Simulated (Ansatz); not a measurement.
Molecule: ZrCl₃, charge 1, multiplicity 1. The spin state was set by rule; other spins were not relaxed. 
Geometry from a B3LYP-D3(BJ)/def2-TZVP (Ansatz, a first-principles code) optimisation:
```xyz
4

Zr    -0.1290    -0.3470    -0.2307
Cl     2.1205    -0.0977    -0.3922
Cl    -0.6830    -0.6147     1.9534
Cl    -1.1339     1.5288    -1.0184
```
Charge +1, spin multiplicity 1.

Basis-set convergence of Hartree-Fock and CCSD(T) correlation energies (hartree) with Ansatz. Correlated levels leave the core frozen unless marked. Spin-orbit coupling is left out. Frozen are the shells of the preceding noble gas and the d and f shells that filled before the atom's block. In def2 rows, elements after Kr have scalar-relativistic effective core potentials.

| basis | functions | E(HF) | E(corr, CCSD(T)) | rough core time |
|---|---|---|---|---|
| def2-SVPD | 115 | -1424.55498 | -0.57257 | under 20 s |
| def2-TZVPPD | 209 | -1425.02642 | -0.74291 | 70 s |
| def2-QZVPPD | 318 | -1425.06828 | -0.80181 | 4 min |

Extrapolating the two largest sets (X = 3 and 4) as X^-3: E(corr) = (64·(-0.80181) - 27·(-0.74291))/37 = -0.8448 Eh, an estimate of the basis-set limit. The largest set recovers 94.9 % of it, the smallest 67.8 %.
